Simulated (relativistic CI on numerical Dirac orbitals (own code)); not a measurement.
**Hyperfine structure of Gd⁵²⁺, mass number 155**

Calculated at this level of theory: Dirac-Coulomb-Breit CI, orbitals from a KLI potential per configuration, a model potential for QED, unscaled Slater integrals (own radial code, finite nucleus).

CI space (outside the closed core [Ne]): 3s2, 3s.3p, 3p2, 3s.3d, 3d2, 3p.3d, 3p.4s, 3d.4s, 3s.4s, 3s.4p, 3s.4d, 3s.4f, 3s.5s, 3s.5p, 3s.5d, 4s2. Levels of other configurations are missing.

Nuclear spin I = 3/2, μ = -0.2591 μN, Q = 1.27 b (tables of Stone and Pyykkö). The electronic factors are computed for point nuclear moments, without core polarisation or the Bohr-Weisskopf and QED corrections.

```csv
Level,E (10³ cm⁻¹),A (GHz),B (GHz)
3s.3p 3P°_1,996.2,-353.2,-54.6
3s.3p 3P°_2,2398.2,-153.9,336
3s.3p 1P°_1,2656.8,101.2,220
3p2 1D_2,3553.5,-66.15,301
3p2 3P_1,3563.5,14.74,168
3s.3d 3D_1,3843.6,121,30
3s.3d 3D_2,3912.2,-120,54.8
3s.3d 3D_3,4184.2,-95.13,76.4
```

Levels with J = 0, under 50 % of one LS term, or S terms without an open s electron are left out. Small factors come from cancelling terms and can be off by tens of per cent or more.

At this charge energies of transitions that change n are usually good to better than 1 %, and those within a shell (Δn = 0) to a few per cent.

Task: Give the hyperfine levels of 3s.3p 3P°_1 relative to its centre of gravity.

Result: With K = F(F + 1) − I(I + 1) − J(J + 1), E = AK/2 + B[¾K(K + 1) − I(I + 1)J(J + 1)]/[2I(2I − 1)J(2J − 1)]: F = 1/2: 814.8, F = 3/2: 407.9, F = 5/2: -543.5 GHz.

LS names give the leading component of a level, which can be under half, so a name can repeat, a term be missing and a line seem to break the LS rules.
